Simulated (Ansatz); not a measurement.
Molecule: diiodo(methyl)borane, CH3BI2, net charge 0, singlet state. SMILES: IB(I)C
Coordinates optimised at B3LYP-D3(BJ)/def2-TZVP (Ansatz, a first-principles code):
```xyz
7

C     -2.3611    -0.3071     0.1754
B     -0.8285    -0.1058     0.0393
I      0.4752    -1.7873    -0.1796
I      0.0256     1.8525     0.1419
H     -2.9336     0.5552    -0.1677
H     -2.5826    -0.4288     1.2440
H     -2.7156    -1.2096    -0.3236
```

Quantity: atomisation energy (electronic, to ground-state atoms), in kJ/mol. Cores are frozen in the correlated levels unless marked. UHF or UKS for open shells. No spin-orbit coupling. Frozen are the shells of the preceding noble gas and the d and f shells that filled before the atom's block. Past Kr the def2 sets carry scalar-relativistic core potentials. The coupled-cluster limit lacks core correlation, which all-electron functionals hold. Basis-set limits of correlation are two-point, X^-3; Hartree-Fock from the larger set.

| level | program | atomisation energy (kJ/mol) |
|---|---|---|
| HF/def2-TZVPP | Ansatz | 1740.7 |
| B97M-V/def2-TZVPD | Ansatz | 2331.1 |
| RI-MP2/def2-QZVPPD | Ansatz | 2343.2 |
| SCS-MP2/def2-SVPD | Ansatz | 2231.0 |

Task: Estimate the value at CCSD(T)/CBS(def2-TZVPPD,def2-QZVPPD) as computed with Ansatz.

Result: 2309.4 kJ/mol, so SCS-MP2/def2-SVPD differs from it by -78.4 kJ/mol.
